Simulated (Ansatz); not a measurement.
Species: C₂H₆OSi, SMILES `[SiH2](O)C=C` (C–C–Si–O torsion -6°, C–Si–O–H torsion -73°) (charge 0, multiplicity 1), formula C2H6OSi.

Task: How many basis functions does frozen-core CCSD(T)/def2-TZVPP // PBE0-D4/def2-TZVP (Ansatz, a quantum-chemistry and plane-wave program) use, how many core orbitals are frozen, and how many electrons are correlated?

Result: 219 basis functions and 8 frozen orbitals, which leaves 24 correlated electrons. Core time is of the order of minutes.
